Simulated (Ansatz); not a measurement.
Born–Oppenheimer molecular dynamics of ClFH$_{3}$NOTi (8 atoms, charge 0, multiplicity 1). It starts from a relaxed structure.

Level of theory: RKS PBE-D4/def2-SVP (Ansatz 0.2.0).

```yaml
ensemble: NVE (velocity Verlet)
time_step: 0.5 fs
steps_asked: 100
starting_velocities_drawn_for: 1500 K
masses: H 10 u
seed: 823230
```

First frame:

```xyz
8
Properties=species:S:1:pos:R:3
Ti 0.020 -0.166 0.094
N -0.032 0.010 1.946
H -0.857 0.315 2.475
H 0.730 -0.249 2.582
O 1.720 -0.398 -0.357
H 2.292 -0.224 -1.124
F -0.724 1.251 -0.635
Cl -1.190 -1.931 -0.535
```

Problem. What does the run give?

Solution. All steps were run.

| Property | Result |
| --- | --- |
| steps done | 100 |
| time covered | 50 fs |
| mean temperature over the second half | 646 K |
| spread of the potential energy over the second half | 17.7 meV per atom |
| mean potential energy of the second half above the start | 83.0 meV per atom |

The conserved energy stayed within 0.3 meV per atom of its start (net change 0.24 meV per atom), so the integration is sound. A run of 0.05 ps of so small a system gives no equilibrium averages.

Problem. What happens to the structure?

Solution. No bond is clearly made or broken; grazing contacts change: Ti1–H3 2.58 → 2.35 Å. Pairs count as bonded within 1.25 times the sum of covalent radii (0.12 Å more for H–H). Another seed would give other details.

Problem. How do temperature and energy run in time?

Solution. 
```json
{"time (fs)": "0", "T (K)": "1500", "potential energy less start (eV)": "0.000", "conserved less start (meV/atom)": "0.00"}
{"time (fs)": "2.5", "T (K)": "1286", "potential energy less start (eV)": "0.167", "conserved less start (meV/atom)": "0.13"}
{"time (fs)": "5", "T (K)": "987", "potential energy less start (eV)": "0.400", "conserved less start (meV/atom)": "0.22"}
{"time (fs)": "7.5", "T (K)": "939", "potential energy less start (eV)": "0.436", "conserved less start (meV/atom)": "0.19"}
{"time (fs)": "10", "T (K)": "1055", "potential energy less start (eV)": "0.346", "conserved less start (meV/atom)": "0.13"}
{"time (fs)": "12.5", "T (K)": "1105", "potential energy less start (eV)": "0.307", "conserved less start (meV/atom)": "0.08"}
{"time (fs)": "15", "T (K)": "912", "potential energy less start (eV)": "0.457", "conserved less start (meV/atom)": "0.09"}
{"time (fs)": "17.5", "T (K)": "617", "potential energy less start (eV)": "0.687", "conserved less start (meV/atom)": "0.26"}
{"time (fs)": "20", "T (K)": "738", "potential energy less start (eV)": "0.592", "conserved less start (meV/atom)": "0.15"}
{"time (fs)": "22.5", "T (K)": "950", "potential energy less start (eV)": "0.427", "conserved less start (meV/atom)": "0.02"}
{"time (fs)": "25", "T (K)": "758", "potential energy less start (eV)": "0.576", "conserved less start (meV/atom)": "0.11"}
{"time (fs)": "27.5", "T (K)": "439", "potential energy less start (eV)": "0.824", "conserved less start (meV/atom)": "0.22"}
{"time (fs)": "30", "T (K)": "386", "potential energy less start (eV)": "0.866", "conserved less start (meV/atom)": "0.22"}
{"time (fs)": "32.5", "T (K)": "616", "potential energy less start (eV)": "0.687", "conserved less start (meV/atom)": "0.14"}
{"time (fs)": "35", "T (K)": "823", "potential energy less start (eV)": "0.525", "conserved less start (meV/atom)": "0.04"}
{"time (fs)": "37.5", "T (K)": "668", "potential energy less start (eV)": "0.646", "conserved less start (meV/atom)": "0.08"}
{"time (fs)": "40", "T (K)": "447", "potential energy less start (eV)": "0.819", "conserved less start (meV/atom)": "0.30"}
{"time (fs)": "42.5", "T (K)": "775", "potential energy less start (eV)": "0.563", "conserved less start (meV/atom)": "0.07"}
{"time (fs)": "45", "T (K)": "984", "potential energy less start (eV)": "0.401", "conserved less start (meV/atom)": "0.00"}
{"time (fs)": "47.5", "T (K)": "730", "potential energy less start (eV)": "0.599", "conserved less start (meV/atom)": "0.14"}
{"time (fs)": "50", "T (K)": "468", "potential energy less start (eV)": "0.803", "conserved less start (meV/atom)": "0.24"}
```

Run time: 120 s on 2 threads of Intel(R) Xeon(R) 6975P-C (Granite Rapids) (shared host), peak memory 0.17 GiB.
